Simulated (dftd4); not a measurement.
Cl$_{3}$Ga (SMILES [Cl][Ga]([Cl])[Cl]), singlet, at a GFN2-xTB geometry (such geometries of metal compounds can be far from the true shape); D4 for wb97x run with dftd4.

The dftd4 input:
```
$ dftd4 mol.xyz --func wb97x --charge 0 --json dftd4.json --noedisp --grad

# file mol.xyz
4

Ga     0.00000000     0.00000000    -0.00000000
Cl    -1.75999983    -1.10581726    -0.20820478
Cl     0.10032532     1.95214694    -0.73677512
Cl     1.65967451    -0.84632969     0.94497990
```

What the program printed (banner, timings and long lists left out):

```
                    ____  _____ _____     ____  _  _
      -------------|  _ \|  ___|_   _|---|  _ \| || |------------
     |             | | | | |_    | | ___ | | | | || |_           |
     |             | |_| |  _|   | ||___|| |_| |__   _|          |
     |             |____/|_|     |_|     |____/   |_|            |
     |             ===================================           |
     |            E. Caldeweyher, S. Ehlert & S. Grimme          |
     |          Mulliken Center for Theoretical Chemistry        |
     |                    University of Bonn                     |
      -----------------------------------------------------------

Rational (Becke-Johnson) damping: wb97x-D4-ATM
---------------------
  s6         1.0000
  s8         0.5093
  s9         1.0000
  a1         0.0662
  a2         5.4487
 alp        16.0000
--------------------

Dispersion energy:      -2.1173278573066E-02 Eh

Gradient norm:           3.2281415200356E-03 Eh/a0
--------------------------------------------------
     #    Z           dE/dx      dE/dy      dE/dz
--------------------------------------------------
     1   31 Ga    2.166E-12  6.790E-12 -8.127E-13
     2   17 Cl   -1.570E-03 -9.866E-04 -1.858E-04
     3   17 Cl    8.951E-05  1.742E-03 -6.573E-04
     4   17 Cl    1.481E-03 -7.551E-04  8.431E-04
--------------------------------------------------

Virial:
--------------------------------------------------
      component           x          y          z
--------------------------------------------------
          x       9.884E-03  1.243E-03  3.137E-03
          y       1.243E-03  9.695E-03 -3.385E-03
          z       3.137E-03 -3.385E-03  2.494E-03
--------------------------------------------------

[Info] Dispersion results written to 'dftd4.txt'
[Info] JSON dump of results written to 'dftd4.json'
```
